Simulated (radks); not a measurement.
The numbers below are computed, except where a source is named.
Q: Species: Br V. Configuration: [Ar] 3d10 4s2 4p1. Code: a radial shooting solver on a logarithmic mesh with Libxc functionals. Model: Dirac Kohn-Sham, LDA (Slater exchange, Perdew-Wang correlation), spin-unpolarised, spherical densities, finite nucleus; open shells fill j = l - 1/2 first; Fermi nuclear charge, rms radius 4.1629 fm. Some entries of the table are withheld. Estimate them.

| orbital | occ. | eigenvalue (hartree) | r(max) (bohr) |
|---|---|---|---|
| 1s1/2 | 2 | -490.4787 | 0.02795 |
| 2s1/2 | 2 | -65.57257 | 0.1595 |
| 2p1/2 | 2 | (1) | 0.1252 |
| 2p3/2 | 4 | (2) | 0.1285 |
| 3s1/2 | 2 | -10.69647 | 0.4845 |
| 3p1/2 | 2 | -8.51574 | 0.4752 |
| 3p3/2 | 4 | -8.26337 | 0.4839 |
| 3d3/2 | 4 | -4.46123 | 0.4273 |
| 3d5/2 | 6 | -4.42086 | 0.4300 |
| 4s1/2 | 2 | -2.48526 | 1.346 |
| 4p1/2 | 1 | -1.95378 | 1.479 |
| 4p3/2 | 0 | -1.92299 | 1.502 |
| 4d3/2 | 0 | -1.16131 | 1.941 |
| 4d5/2 | 0 | -1.15779 | 1.948 |
| 5s1/2 | 0 | -1.00394 | 3.062 |
| 5p1/2 | 0 | (3) | 3.439 |
| 5p3/2 | 0 | (4) | 3.478 |
| 4f5/2 | 0 | -0.61829 | 2.912 |
| 4f7/2 | 0 | -0.61824 | 2.912 |

A: 
(1) 2p1/2 eigenvalue (hartree): -59.30919
(2) 2p3/2 eigenvalue (hartree): -57.56622
(3) 5p1/2 eigenvalue (hartree): -0.83187
(4) 5p3/2 eigenvalue (hartree): -0.82285
